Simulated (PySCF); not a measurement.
# Electron correlation in Ge²⁺ (germanium, charge +2)

[Ar] 3d10 4s2, closed-shell 1S. All numbers are calculated (PySCF 2.14, a scalar-relativistic core potential, in cc-pVDZ-PP with ECP10MDF (4s3p2d, 23 functions)). Frozen: 3s2 3p6 3d10; 2 electrons correlated.

Total MP2 correlation energy: -25.20 mhartree.

Same-spin part 0.00 and opposite-spin part -25.20 mhartree; SCS-MP2 scales them by 1/3 and 6/5 to -30.24 mhartree.

With two correlated electrons CCSD is exact within the correlated space (frozen core and kept virtual orbitals).

```json
{"level": "CCSD", "correlation energy (mhartree)": "-37.57"}
```

Diagnostics: T1 = 0.0027, D1 = 0.0038, largest double amplitude 0.102.

Task: Is a single reference adequate?

Result: Mostly. T1 lies below 0.03, but a double amplitude of this size points to a near-degeneracy that CCSD handles and MP2 describes poorly.
